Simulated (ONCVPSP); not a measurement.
# Cd, ONCV: configuration errors across variants

```
Element                 : Cd (Z = 48)
Generator               : ONCVPSP 4.0.1
Type                    : optimised norm-conserving Vanderbilt (ONCV)
Functional              : LDA (Perdew-Wang 92)
Relativity              : scalar-relativistic
Frozen core             : [Ar] 3d10
Valence charge          : 20
Reference configuration : 4s2 4p6 4d10 5s2
Partial waves           : 4s+5s: rc 1.45 bohr, ncon 4, nbas 7, qcut 11 1/bohr, 2 projectors; 4p: rc 1.25 bohr, ncon 4, nbas 9, qcut 9.7 1/bohr, 2 projectors, debl 3.9 Ha; 4d: rc 1.30 bohr, ncon 4, nbas 7, qcut 8.1 1/bohr, 3 projectors, debl 1.7 Ha
Local potential         : polynomial inside 1.00 bohr (lpopt 5, dvloc0 -1 Ha)
Core correction         : none
```

All-electron excitation energies from the reference (eV): (1) 4s2 4p6 4d10 5s1 9.622; (2) 4s2 4p6 4d10 5s0 27.136; (3) 4s2 4p6 4d9 5s0 65.397; (4) 4s2 4p6 4d10 5s1.5 3.873.

3 further variants failed, have other tests or too few solved ones, and are left out.

Errors AE − PS in meV (a dash: test not solved or not reliable):

```tsv
change	(1)	(2)	(3)	(4)	bound ghosts	GHOST(+) flags above zero
base	-1.5	-4.4	-9.4	-0.6	none	s, d
s: qcut 7.1	-1.8	-6.4	-12	-0.6	none	s, d
s: qcut 7.9	-1.7	-5.8	-11	-0.6	none	s, d
s: qcut 9.5	-1.6	-5.0	-10	-0.6	none	s, d
s: qcut 11.9	-1.5	-4.2	-9.3	-0.6	none	s, d
```

Problem. Give the same row for: s: qcut 10.5.

Solution. -1.5, -4.6, -9.7, -0.6; bound ghosts: none; GHOST(+) flags above zero: s, d.
